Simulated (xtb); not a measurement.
C$_{3}$H$_{7}$O (SMILES [CH2-]C(C)O), charge -1, singlet, from a rough starting geometry; xtb 6.7.1 with GFN2-xTB.

xtb was given this input:
```
$ xtb mol.xyz --gfn 2 --chrg -1 --opt vtight --json

# file mol.xyz
11

O     -0.15021304     1.60158792    -0.27021122
C     -0.18195309     0.22717108     0.25763949
H      0.67896257     1.98224051    -0.00404900
H     -0.13480932     0.29287895     1.30682308
C     -1.42526037    -0.34275971    -0.22903893
C      1.06108882    -0.54039902    -0.25806148
H      1.03941855    -0.57295457    -1.27894974
H     -2.33448242     0.20885650     0.11223335
H      1.98745645    -0.04377122     0.06398430
H     -1.55914548    -1.33459414     0.19940448
H      1.01706355    -1.58102752     0.15767733
```

Write the output that xtb gives for this input, abridged.


```
   ID    Z sym.   atoms
    1    8 O      1
    2    6 C      2, 5, 6
    3    1 H      3, 4, 7-11

           -------------------------------------------------
          |                Calculation Setup                |
           -------------------------------------------------

           -------------------------------------------------
          |                 G F N 2 - x T B                 |
           -------------------------------------------------

          ...................................................
          :                      SETUP                      :
          :.................................................:
          :  # basis functions                  23          :
          :  # atomic orbitals                  23          :
          :  # shells                           15          :
          :  # electrons                        26          :
          :  max. iterations                   250          :
          :  Hamiltonian                  GFN2-xTB          :
          :  restarted?                      false          :
          :  GBSA solvation                  false          :
          :  PC potential                    false          :
          :  electronic temp.          300.0000000     K    :
          :  accuracy                    1.0000000          :
          :  -> integral cutoff          0.2500000E+02      :
          :  -> integral neglect         0.1000000E-07      :
          :  -> SCF convergence          0.1000000E-05 Eh   :
          :  -> wf. convergence          0.1000000E-03 e    :
          :  Broyden damping             0.4000000          :
          :  net charge                         -1          :
          :  unpaired electrons                  0          :
          ...................................................

 iter      E             dE          RMSdq      gap      omega  full diag
   1    -14.2000030 -0.142000E+02  0.422E+00    8.94       0.0  T
   2    -14.2773086 -0.773056E-01  0.239E+00    6.62       1.0  T
   3    -14.2786304 -0.132171E-02  0.132E+00    6.39       1.0  T
   4    -14.2788824 -0.252069E-03  0.184E-01    6.03       1.0  T
   5    -14.2789930 -0.110598E-03  0.937E-02    6.10       1.0  T
   6    -14.2789980 -0.502839E-05  0.251E-02    6.13       1.2  T
   7    -14.2789985 -0.408053E-06  0.665E-03    6.13       4.5  T
   8    -14.2789985 -0.314923E-07  0.158E-03    6.13      19.1  T
   9    -14.2789985 -0.814889E-08  0.699E-04    6.13      43.1  T
  10    -14.2789985 -0.696872E-09  0.190E-04    6.13     158.9  T

   *** convergence criteria satisfied after 10 iterations ***

         :::::::::::::::::::::::::::::::::::::::::::::::::::::
         ::                     SUMMARY                     ::
         :::::::::::::::::::::::::::::::::::::::::::::::::::::
         :: total energy             -14.111662372683 Eh    ::
         :: gradient norm              0.116056843723 Eh/a0 ::
         :: HOMO-LUMO gap              6.126897701033 eV    ::
         ::.................................................::
         :: SCC energy               -14.278995904651 Eh    ::
         :: -> isotropic ES            0.175474597501 Eh    ::
         :: -> anisotropic ES          0.007912399397 Eh    ::
         :: -> anisotropic XC          0.002241520949 Eh    ::
         :: -> dispersion             -0.006278123818 Eh    ::
         :: repulsion energy           0.167333531968 Eh    ::
         :: add. restraining           0.000000000000 Eh    ::
         :: total charge              -1.000000000000 e     ::
         :::::::::::::::::::::::::::::::::::::::::::::::::::::

      -----------------------------------------------------------
     |                   =====================                   |
     |                        A N C O P T                        |
     |                   =====================                   |
     |               Approximate Normal Coordinate               |
     |                Rational Function Optimizer                |
      -----------------------------------------------------------
      -----------------------------------------------------------
     |                   =====================                   |
     |                        A N C O P T                        |
     |                   =====================                   |
     |               Approximate Normal Coordinate               |
     |                Rational Function Optimizer                |
      -----------------------------------------------------------

          ...................................................
          :                      SETUP                      :
          :.................................................:
          :   optimization level         verytight          :
          :   max. optcycles                   220          :
          :   ANC micro-cycles                  20          :
          :   degrees of freedom                27          :
          :.................................................:
          :   RF solver                   davidson          :
          :   write xtbopt.log                true          :
          :   linear?                        false          :
          :   energy convergence         0.1000000E-06 Eh   :
          :   grad. convergence          0.2000000E-03 Eh/α :
          :   maxmium RF displ.          1.0000000          :
          :   Hlow (freq-cutoff)         0.1000000E-01      :
          :   Hmax (freq-cutoff)         5.0000000          :
          :   S6 in model hess.         20.0000000          :
          ...................................................

generating ANC from exact Hessian ...
Using Lindh-Hessian (1995)
 Shifting diagonal of input Hessian by    0.0000000000000000
 Lowest  eigenvalues of input Hessian
    0.000000    0.000000    0.000000    0.000000    0.000000    0.000000
[...]
 * total energy  :   -14.1116624 Eh     change       -0.5544720E-10 Eh
 * total energy  :   -14.1245388 Eh     change       -0.1287641E-01 Eh
 * total energy  :   -14.1261552 Eh     change       -0.1616448E-02 Eh
 * total energy  :   -14.1263639 Eh     change       -0.2087092E-03 Eh
 * total energy  :   -14.1264358 Eh     change       -0.7188443E-04 Eh
 * total energy  :   -14.1264609 Eh     change       -0.2507159E-04 Eh
 * total energy  :   -14.1264725 Eh     change       -0.1164787E-04 Eh
 * total energy  :   -14.1264794 Eh     change       -0.6884508E-05 Eh
 * total energy  :   -14.1264815 Eh     change       -0.2108839E-05 Eh
 * total energy  :   -14.1264822 Eh     change       -0.7019304E-06 Eh
 * total energy  :   -14.1264826 Eh     change       -0.3902071E-06 Eh
 * total energy  :   -14.1264829 Eh     change       -0.2655544E-06 Eh
 * total energy  :   -14.1264830 Eh     change       -0.7677229E-07 Eh
   *** GEOMETRY OPTIMIZATION CONVERGED AFTER 13 ITERATIONS ***
[...]

         :::::::::::::::::::::::::::::::::::::::::::::::::::::
         ::                     SUMMARY                     ::
         :::::::::::::::::::::::::::::::::::::::::::::::::::::
         :: total energy             -14.126482975627 Eh    ::
         :: gradient norm              0.000107427510 Eh/a0 ::
         :: HOMO-LUMO gap              7.082380597770 eV    ::
         ::.................................................::
         :: SCC energy               -14.262384552763 Eh    ::
         :: -> isotropic ES            0.167391625376 Eh    ::
         :: -> anisotropic ES          0.008289962625 Eh    ::
         :: -> anisotropic XC          0.002381349777 Eh    ::
         :: -> dispersion             -0.006411271948 Eh    ::
         :: repulsion energy           0.135901577136 Eh    ::
         :: add. restraining           0.000000000000 Eh    ::
         :: total charge              -1.000000000000 e     ::
         :::::::::::::::::::::::::::::::::::::::::::::::::::::

           -------------------------------------------------
          |                Property Printout                |
           -------------------------------------------------

    * Orbital Energies and Occupations

         #    Occupation            Energy/Eh            Energy/eV
      -------------------------------------------------------------
         1        2.0000           -0.4849672             -13.1966
         2        2.0000           -0.4232252             -11.5165
         3        2.0000           -0.3900496             -10.6138
         4        2.0000           -0.3517628              -9.5720
         5        2.0000           -0.3233091              -8.7977
         6        2.0000           -0.3187070              -8.6725
         7        2.0000           -0.2860376              -7.7835
         8        2.0000           -0.2812747              -7.6539
         9        2.0000           -0.2608634              -7.0985
        10        2.0000           -0.2112225              -5.7477
        11        2.0000           -0.1833517              -4.9893
        12        2.0000           -0.1651195              -4.4931
        13        2.0000           -0.0304342              -0.8282 (HOMO)
        14                          0.2298385               6.2542 (LUMO)
        15                          0.2856193               7.7721
        16                          0.3078891               8.3781
        17                          0.3149369               8.5699
        18                          0.3591770               9.7737
        19                          0.3894858              10.5984
        20                          0.4106332              11.1739
        21                          0.4528876              12.3237
        22                          0.4687688              12.7558
        23                          0.5016135              13.6496
      -------------------------------------------------------------
                  HL-Gap            0.2602727 Eh            7.0824 eV
             Fermi-level            0.0997021 Eh            2.7130 eV

     #   Z          covCN         q      C6AA      α(0)
     1   8 O        1.651    -0.490    22.672     6.428
     2   6 C        3.704     0.152    18.273     6.111
     3   1 H        0.805     0.227     0.987     1.561
     4   1 H        0.908    -0.131     6.783     4.074
     5   6 C        2.819    -0.330    37.351    10.014
     6   6 C        3.751    -0.080    22.096     6.704
     7   1 H        0.925     0.014     2.820     2.626
     8   1 H        0.919    -0.154     7.879     4.390
     9   1 H        0.923    -0.037     3.795     3.047
    10   1 H        0.918    -0.168     8.656     4.601
    11   1 H        0.925    -0.004     3.130     2.767

 Mol. C6AA /au·bohr⁶  :       1190.536666
 Mol. C8AA /au·bohr⁸  :      23532.728915
 Mol. α(0) /au        :         52.322415

Wiberg/Mayer (AO) data.
largest (>0.10) Wiberg bond orders for each atom

 ---------------------------------------------------------------------------
     #   Z sym  total        # sym  WBO       # sym  WBO       # sym  WBO
 ---------------------------------------------------------------------------
     1   8 O    1.923 --     3 H    0.930     2 C    0.926
     2   6 C    3.851 --     5 C    1.010     6 C    0.989     1 O    0.926
                             4 H    0.910
     3   1 H    0.948 --     1 O    0.930
     4   1 H    0.983 --     2 C    0.910
     5   6 C    3.002 --     2 C    1.010     8 H    0.959    10 H    0.949
     6   6 C    3.987 --     7 H    0.989     2 C    0.989    11 H    0.989
                             9 H    0.983
     7   1 H    1.000 --     6 C    0.989
     8   1 H    0.976 --     5 C    0.959
     9   1 H    0.999 --     6 C    0.983
    10   1 H    0.972 --     5 C    0.949
    11   1 H    1.000 --     6 C    0.989
 ---------------------------------------------------------------------------

Topologies differ in total number of bonds
Writing topology from bond orders to xtbtopo.mol

molecular dipole:
                 x           y           z       tot (Debye)
 q only:        2.196       0.013       0.047
   full:        2.697       0.008       0.800       7.149
molecular quadrupole (traceless):
                xx          xy          yy          xz          yz          zz
 q only:       -5.153      -0.035       1.076      -0.350       0.660       4.077
  q+dip:       -4.980       0.787       0.993      -2.983       0.843       3.987
   full:       -4.674       0.876       1.620      -3.003       0.678       3.054

optimized geometry written to: xtbopt.xyz

           -------------------------------------------------
          | TOTAL ENERGY              -14.126482975627 Eh   |
          | GRADIENT NORM               0.000107427510 Eh/α |
          | HOMO-LUMO GAP               7.082380597770 eV   |
           -------------------------------------------------
```
